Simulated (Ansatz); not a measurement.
`CO[Si](N)(F)Cl`. Charge 0, multiplicity 1.

```xyz
11

C    -0.183   -0.059    1.914
O    -0.108   -0.571    0.598
Si    0.183    0.303   -0.728
N    -0.120   -0.658   -2.067
F    -0.708    1.621   -0.633
Cl    2.099    1.000   -0.830
H    -0.536   -0.860    2.564
H     0.802    0.267    2.260
H    -0.879    0.782    1.974
H    -0.881   -1.313   -2.099
H     0.330   -0.514   -2.952
```

Question: What are the harmonic wavenumbers in cm⁻¹ at PBE0-D4/def2-TZVP (Ansatz, finite differences of forces, unscaled)? (Best estimate.)

Answer: Computed: 67, 82, 122, 165, 190, 227, 271, 309, 334, 403, 539, 746, 845, 900, 980, 1161, 1186, 1223, 1483, 1498, 1500, 1570, 3037, 3108, 3137, 3639, 3742.

Question: Is this a minimum?

Answer: Yes, all 27 modes are real.

Question: Give the ideal-gas thermochemistry at 298.15 K and 1 bar (rigid rotor, harmonic oscillator; point group C1, symmetry number 1).

Answer: Zero-point energy 194.2 kJ/mol; H(298) − E = 220.0 kJ/mol; entropy 388.7 J/(mol·K), of which translation 169.5, rotation 117.4, vibration 101.8; G(298) − E = 104.1 kJ/mol. Modes under 100 cm⁻¹ are hindered rotations or soft bends, so the harmonic entropy is rough.

Question: And at 400, 500, 600, 800 and 1000 K?

Answer: 
```
T (K)  H − E (kJ/mol)  S (J/mol/K)  G − E (kJ/mol)
  400           233.8        428.3            62.4
  500           249.0        462.2            17.9
  600           265.5        492.3           -29.9
  800           301.7        544.3          -133.7
 1000           341.1        588.2          -247.1
```
